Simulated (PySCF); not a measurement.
This PySCF input asks for the NMR shieldings of SMILES C1[C@H]2S(=O)(=O)[C@H](CC2)C1, C₆H₁₀O₂S; the geometry comes from GFN2-xTB.

```python
import basis_set_exchange as bse
import numpy as np
from pyscf import gto, dft
from pyscf.prop import nmr

atoms = """
O    -2.080001   -0.081235   -1.639413
S    -0.735574    0.350406   -1.376440
O    -0.080452    1.110640   -2.404004
C    -0.539422    1.085779    0.281970
C    -1.064725   -0.060134    1.125962
C    -0.522319   -1.370515    0.502774
C     0.315566   -0.978901   -0.699727
C     1.517321   -0.155112   -0.277070
C     0.974702    1.155741    0.344857
H    -1.048294    2.031913    0.426349
H    -2.154128   -0.058247    1.100944
H    -0.747023    0.042692    2.164988
H    -1.350639   -1.999584    0.177776
H     0.071519   -1.933498    1.224868
H     0.533313   -1.786683   -1.388936
H     2.134800   -0.703279    0.436585
H     2.126586    0.071361   -1.151621
H     1.321284    2.013214   -0.231329
H     1.317683    1.274692    1.374006
"""
names = dict.fromkeys(["O", "S", "C", "H"], "pcSseg-1")
basis = {el: gto.basis.parse(bse.get_basis(n, elements=[el], fmt="nwchem")) for el, n in names.items()}
mol = gto.M(atom=atoms, basis=basis, charge=0, verbose=0)
mf = dft.RKS(mol, xc="PBE0")
mf.grids.level = 2
mf.grids.alignment = dft.numint.BLKSIZE   # the property module wants whole blocks of grid points
mf.conv_tol = 1e-9
mf.kernel()

calc = nmr.RKS(mf)   # GIAO
C = mf.mo_coeff
Co = C[:, mf.mo_occ > 0]
resp = mf.gen_response(singlet=True, hermi=2)
def vind(x):   # induced exchange potential for any number of trial vectors
    d = np.einsum("pi,xij,qj->xpq", C, 2 * x.reshape(-1, C.shape[1], Co.shape[1]), Co, optimize=True)
    return np.einsum("xpq,pi,qj->xij", resp(d - d.transpose(0, 2, 1)), C, Co, optimize=True).ravel()
mo1, _ = nmr.rhf.solve_mo1(calc, with_cphf=vind)
sigma = calc.kernel(mo1)
for i, s in enumerate(sigma):   # ppm
    print("%2d %-2s %9.2f" % (i, mol.atom_pure_symbol(i), np.trace(s) / 3))
```

**Question.** What are the results?

**Answer.** 
```
 0 O     160.35
 1 S     165.19
 2 O     160.31
 3 C     130.99
 4 C     161.11
 5 C     161.08
 6 C     131.00
 7 C     161.10
 8 C     161.10
 9 H      29.25
10 H      29.32
11 H      30.15
12 H      29.32
13 H      30.16
14 H      29.25
15 H      30.16
16 H      29.32
17 H      29.32
18 H      30.16
```

These numbers come from an equivalent density-fitted implementation of the same equations, which agrees with the script to about 0.01 ppm for H and up to a few tenths of a ppm for heavy atoms, so last digits may differ.

**Question.** Turn these shieldings into chemical shifts. δ = σ(ref) − σ, references computed at the same level: ¹⁷O (336.08 ppm) vs H2O; ³³S (503.73 ppm) against CS2; TMS for ¹³C (186.93 ppm), ¹H (31.72 ppm).

**Answer.** Averaging equivalent atoms: O 2: 175.8; O 0: 175.7; S 1: 339; C 3/6: 55.9; C 4/5/7/8: 25.8; H 9/14: 2.47; H 10/12/16/17: 2.39; H 11/13/15/18: 1.56 ppm. Experimental scales use liquid or dissolved standards, which lie at an offset from isolated H2O (liquid H2O: subtract about 36 ppm).

Size and cost of the density-fitted run: 210 basis functions, 40 s wall time on 1 thread of an Arm Neoverse V1, shared host.
